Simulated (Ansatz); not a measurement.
Start from `NB(S)[SiH2]Br` and change one atom or group to get `NBS`.

Ansatz, PBE0-D4/def2-TZVP geometries, multiplicity 1. Each molecule was computed in one conformer, which needn't be the lowest.

Scalar relativity is left out up to krypton. Spin–orbit coupling is left out; it splits and shifts lone-pair levels of the heavy atoms by tenths of an eV.

| property | `NB(S)[SiH2]Br` |
| --- | --- |
| LUMO energy (PBE0/def2-TZVPP) / eV | -0.66 |
| HOMO–LUMO gap (ωB97M-V/def2-TZVPP) / eV | 11.04 |
| ideal-gas entropy at 298 K and 1 bar (rigid rotor, harmonic PBE0-D4/def2-TZVP) / J/(mol·K) | 380 |
| HOMO–LUMO gap (PBE0/def2-TZVPP) / eV | 6.89 |
| HOMO energy (ωB97M-V/def2-TZVPP) / eV | -9.74 |
| HOMO energy (PBE0/def2-TZVPP) / eV | -7.55 |

Question: Give the same properties after the change, and the shifts. (An estimate is asked.)

Answer: Ansatz gave: 
```tsv
property	`NBS`	shift
LUMO energy (PBE0/def2-TZVPP) / eV	0.49	1.15
HOMO–LUMO gap (ωB97M-V/def2-TZVPP) / eV	11.42	0.38
ideal-gas entropy at 298 K and 1 bar (rigid rotor, harmonic PBE0-D4/def2-TZVP) / J/(mol·K)	277	-103
HOMO–LUMO gap (PBE0/def2-TZVPP) / eV	7.67	0.78
HOMO energy (ωB97M-V/def2-TZVPP) / eV	-9.37	0.37
HOMO energy (PBE0/def2-TZVPP) / eV	-7.18	0.37
```

With PBE0 the HOMO rises by 0.37 eV and the LUMO rises by 1.15 eV, so the gap widens by about 0.78 eV. PBE moves the HOMO by 0.37 eV and ωB97M-V by 0.37 eV. The zero-point energy changes by -26.9 kJ/mol with -9 modes. Modes under 60 cm⁻¹, often nearly free rotors, make the harmonic entropy too high.

Positive LUMOs are unbound, so they and the gaps depend on the basis.
